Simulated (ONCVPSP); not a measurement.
# Plane-wave convergence, ONCV potential for Br (Z = 35)

bromine, optimised norm-conserving Vanderbilt (ONCV), made with ONCVPSP 4.0.1 (PW91, scalar-relativistic). Core [Ne], reference 3s2 3p6 3d10 4s2 4p4.5 (charge +0.5). Waves: 3s+4s: rc 0.80 bohr, ncon 4, nbas 7, qcut 12.4 1/bohr, 2 projectors; 3p+4p: rc 0.95 bohr, ncon 4, nbas 8, qcut 17.8 1/bohr, 2 projectors; 3d: rc 0.95 bohr, ncon 5, nbas 10, qcut 14 1/bohr, 2 projectors, debl 2.9 Ha. Local part: polynomial inside 0.75 bohr (lpopt 5, dvloc0 0 Ha). Core correction: Teter function, fcfact 5.1, rcfact 1.1.

For each optimised wave give the share of its norm inside rc, the residual kinetic energy above qcut (Ha) and the cutoffs (Ha) for errors of 10, 1, 0.1 and 0.01 mHa per electron.

| wave | norm inside rc | residual KE | 10 mHa | 1 mHa | 0.1 mHa | 0.01 mHa |
| --- | --- | --- | --- | --- | --- | --- |
| 3s | 0.887 | 7.6e-04 | 59.1 | 74.4 | 181.1 | 262.6 |
| 4s | 0.053 | 4.5e-04 | 51.8 | 70.8 | 122.7 | 230.5 |
| 3p | 0.942 | 1.4e-08 | 66.4 | 84.6 | 101.3 | 116.4 |
| 4p | 0.048 | 2.0e-09 | 49.3 | 67.6 | 84.5 | 99.3 |
| 3d | 0.892 | 2.9e-03 | 89.4 | 186.7 | 406.8 | 449.2 |
| d projector 2 | 0.027 | 4.7e-04 | 75.5 | 93.2 | 141.5 | 342.1 |

The occupied waves need 187 Ha and 407 Ha for 1 and 0.1 mHa.
